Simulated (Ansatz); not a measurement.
Start from `CN(C)BN` and change one atom or group to get `C[N](C)[GeH3]`.

Ansatz, PBE0-D4/def2-TZVP geometries, multiplicity 1. Each molecule was computed in one conformer, which needn't be the lowest.

Scalar relativity is left out up to krypton.

| property | `CN(C)BN` |
| --- | --- |
| size of the dipole moment (PBE/def2-TZVPP) / D | 1.26 |
| LUMO energy (PBE0/def2-TZVPP) / eV | 1.05 |
| LUMO energy (PBE/def2-TZVPP) / eV | 0.25 |
| HOMO energy (PBE/def2-TZVPP) / eV | -4.95 |
| HOMO–LUMO gap (ωB97M-V/def2-TZVPP) / eV | 10.90 |
| HOMO–LUMO gap (PBE/def2-TZVPP) / eV | 5.19 |

Task: Give the same properties after the change, and the shifts. (An estimate is asked.)

Result: Computed: 
```csv
property,`C[N](C)[GeH3]`,shift
size of the dipole moment (PBE/def2-TZVPP) / D,0.46,-0.80
LUMO energy (PBE0/def2-TZVPP) / eV,0.61,-0.44
LUMO energy (PBE/def2-TZVPP) / eV,-0.22,-0.47
HOMO energy (PBE/def2-TZVPP) / eV,-4.93,0.02
HOMO–LUMO gap (ωB97M-V/def2-TZVPP) / eV,10.77,-0.13
HOMO–LUMO gap (PBE/def2-TZVPP) / eV,4.71,-0.48
```

The zero-point energy changes by -46.9 kJ/mol with -3 modes. Dipoles are sizes alone; their direction can turn.
